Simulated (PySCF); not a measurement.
## Worked example: entropy of an ideal gas

AsH5, SMILES [AsH5].

Geometry: PBE-D3(BJ)/def2-TZVP.

PBE-D3(BJ)/def2-TZVP (PySCF) gives the harmonic wavenumbers 438, 438, 1006, 1007, 1007, 1244, 1244, 1627, 1676, 2021, 2021, 2045 cm⁻¹ and the rotational temperatures 3.3584, 2.7328, 2.7328 K. The molar mass is 79.96 g/mol, the symmetry number 6, the spin multiplicity 1.

**Question.** Work out the entropy at 298.15 K and 1 atm in the rigid-rotor, harmonic-oscillator model.

**Answer.** 
Translation (Sackur–Tetrode at 1 atm): S = R[1.5 ln M + 2.5 ln T − 1.16487] = 163.4 J/(mol K).
Rotation: q = (√π/σ) T^1.5/√(θA θB θC) = 304, S = R[ln q + 3/2] = 60.0 J/(mol K).
Vibration: with u = 1.4388 ν/T, each mode gives R[u/(e^u − 1) − ln(1 − e^−u)]:
```tsv
ν (cm⁻¹)	modes	u	S (J/(mol K))
438	2	2.11	6.97
1006	1	4.85	0.38
1007	2	4.86	0.76
1244	2	6.00	0.29
1627	1	7.85	0.03
1676	1	8.09	0.02
2021	2	9.75	0.01
```
The stiffer modes add less than 0.005 each. Sum 8.5 J/(mol K).
Spin: R ln 1 = 0.0 J/(mol K).
Total 231.9 J/(mol K); the program's own thermochemistry gives 231.9. Translation makes up 70 % and vibration 4 %. Anharmonicity, hindered rotation and orbital degeneracy are left out.
